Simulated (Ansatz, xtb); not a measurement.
## Relative energy of two structures of CuFH2SSi+

Structure I is a doublet given by its coordinates and structure II is a doublet given by its coordinates. Both are isolated ions in the gas phase, relaxed with B3LYP-D3(BJ)/def2-SVP.

I (Å):

```json
{"atom": "Cu", "x (Å)": "-3.6683", "y (Å)": "2.3277", "z (Å)": "-0.3279"}
{"atom": "F", "x (Å)": "-2.1451", "y (Å)": "2.7999", "z (Å)": "-2.0596"}
{"atom": "S", "x (Å)": "-2.7643", "y (Å)": "0.3136", "z (Å)": "-0.5370"}
{"atom": "Si", "x (Å)": "-1.5510", "y (Å)": "1.2530", "z (Å)": "-2.1173"}
{"atom": "H", "x (Å)": "-1.9089", "y (Å)": "0.6326", "z (Å)": "-3.4066"}
{"atom": "H", "x (Å)": "-0.1412", "y (Å)": "1.2473", "z (Å)": "-1.6841"}
```

Close contacts (Å): Cu1–F2 2.35, Cu1–S3 2.22, Cu1–Si4 2.97, F2–Si4 1.66, S3–Si4 2.20, Si4–H5 1.47, Si4–H6 1.47.

II (Å):

```xyz
6

Cu   -1.9190    0.8991    0.1056
F    -0.1614   -0.5302   -2.4238
S    -0.9226    2.4006   -1.5224
Si   -1.4868    0.3147   -2.1000
H     0.3577    2.0696   -1.1965
H    -2.4706    0.2938   -3.2045
```

Close contacts (Å): Cu1–S3 2.43, Cu1–Si4 2.32, F2–Si4 1.60, S3–Si4 2.24, S3–H5 1.36, Si4–H6 1.48.

Energies in hartree; the thermal terms are from B3LYP-D3(BJ)/def2-SVP harmonic frequencies (ideal gas, rigid rotor, one conformer each, 298.15 K, 1 atm) and include the zero-point energy:

|  | I | II |
| --- | --- | --- |
| E, CCSD(T)/def2-SVP | −2426.097525 | −2426.084022 |
| E, MP2/def2-SVP | −2426.080445 | −2426.069449 |
| E, MP2/def2-TZVPP | −2427.271684 | −2427.269811 |
| zero-point energy | 0.021778 | 0.021563 |
| H(298 K) − E | 0.028737 | 0.028699 |
| G(298 K) − E | −0.010193 | −0.010372 |

Task: Correct the CCSD(T) difference for the basis set by the MP2 change, then work out ΔE, ΔE₀, ΔH and ΔG for I → II in kcal/mol (1 Eh = 627.51 kcal/mol) and the equilibrium ratio [II]/[I].

Result: 1. Differences II − I: CCSD(T) +0.013503, MP2 in the small set +0.010996, MP2 in the large set +0.001873 Eh.
2. ΔE = +0.013503 + (+0.001873 − (+0.010996)) = +0.004380 Eh = +2.75 kcal/mol.
3. ΔE₀ = ΔE + ΔZPE = +0.004380 + (−0.000215) Eh = +2.61 kcal/mol.
4. ΔH = ΔE + (−0.000038) Eh = +2.72 kcal/mol.
5. ΔG = ΔE + (−0.000179) Eh = +2.64 kcal/mol, so ΔS = (ΔH − ΔG)/T = +1.2 J/(mol K).
6. kT = 0.9442 mEh, so K = [II]/[I] = exp(−ΔG/kT) = exp(−4.45) ≈ 0.012.

Structure I is favoured at this temperature. An error of 1 kcal/mol in ΔG would change K by a factor of 5.4. The basis-set step is large, which makes the value less sure. Mirror images and further conformers aren't counted.

Other levels gave ΔE = +5.4 (B3LYP-D3(BJ)/def2-SVP); +23.1 (HF/def2-SVP); +6.9 (MP2/def2-SVP); +8.5 (CCSD(T)/def2-SVP) kcal/mol. Open shells are spin-unrestricted. The correlated steps freeze 16 core orbitals; the last core shell of Cu is correlated, in a basis made for valence electrons. Programs: Ansatz 0.2.0.
